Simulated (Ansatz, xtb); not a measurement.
**CH2OTe: where a starting geometry ends**

The starting geometry of this gas-phase singlet has its atoms placed at random.

```xyz
5

C     0.4230   -1.3299    0.9041
O    -1.2538    0.2619    0.4559
Te    0.5184   -0.0254   -0.9820
H     1.3198    0.3556    0.6768
H    -1.7482    0.6136   -0.2520
```

**Question.** One run relaxed it with r2SCAN-D4/def2-SVP. What is a likely outcome?

**Answer.** It ends as `OC=[Te]`. Distances that change by over a tenth: C1–Te3 (2.30 → 2.00 Å). Contacts that open: O2–Te3 (2.30 → 2.98 Å), Te3–H4 (1.88 → 2.75 Å). Contacts that close: C1–O2 (2.36 → 1.32 Å), C1–H4 (1.92 → 1.10 Å).

The energy falls by 8.48 eV over 18 steps:

```json
{"step": "1", "E − E(last) (eV)": "8.480"}
{"step": "3", "E − E(last) (eV)": "6.557"}
{"step": "5", "E − E(last) (eV)": "4.937"}
{"step": "7", "E − E(last) (eV)": "4.365"}
{"step": "9", "E − E(last) (eV)": "3.803"}
{"step": "10", "E − E(last) (eV)": "3.673"}
{"step": "12", "E − E(last) (eV)": "2.386"}
{"step": "14", "E − E(last) (eV)": "0.331"}
{"step": "16", "E − E(last) (eV)": "0.003"}
{"step": "18", "E − E(last) (eV)": "0.000"}
```

Final geometry (Å):

```json
{"atom": "C", "x (Å)": "0.2065", "y (Å)": "-0.1012", "z (Å)": "0.3424"}
{"atom": "O", "x (Å)": "-0.9970", "y (Å)": "0.1559", "z (Å)": "0.8176"}
{"atom": "Te", "x (Å)": "0.7301", "y (Å)": "-0.2098", "z (Å)": "-1.5811"}
{"atom": "H", "x (Å)": "0.9212", "y (Å)": "-0.2556", "z (Å)": "1.1641"}
{"atom": "H", "x (Å)": "-1.6016", "y (Å)": "0.2865", "z (Å)": "0.0598"}
```

From the same start GFN2-xTB ends elsewhere, differing in C1–O2 (3.27 against 1.32 Å here), O2–Te3 (2.03 against 2.98 Å here).

From so rough a start the end depends on the optimiser's path, so another program may land elsewhere. No frequencies were run, so the end isn't proven a minimum. Atoms past krypton carry core potentials, without spin–orbit terms. Run with Ansatz 0.2.0, 26 s on 2 threads of Intel(R) Xeon(R) Processor @ 2.70GHz (shared host).
